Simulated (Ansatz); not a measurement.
```xyz
2

Mo    0.0000    0.0000    0.0000
Mn    0.0000    0.0000    2.9900
```

Basis set: pcseg-2 on Mn; def2-TZVPP on Mo (spherical functions, with the set's core potentials past Kr). Some runs use density fitting. Charge 0, multiplicity 2.

Computed with Ansatz (development build ahead of 0.2.0); each method stands on the lowest determinant of its kind that the runs found.

**Question.** Give the atomization energy at this shape (free ground-state atoms in the same class of orbitals less the molecule, no zero-point energy) of doublet MnMo by PBE (unrestricted), PBE0 (unrestricted), UHF.

**Answer.**

```csv
method,atomization energy
PBE (unrestricted),22.68 kcal/mol
PBE0 (unrestricted),13.63 kcal/mol
UHF,-2.96 kcal/mol
```

Caution: other spin multiplicities were not run; the shape is not the minimum; the unrestricted determinant is a mixture of spin states.
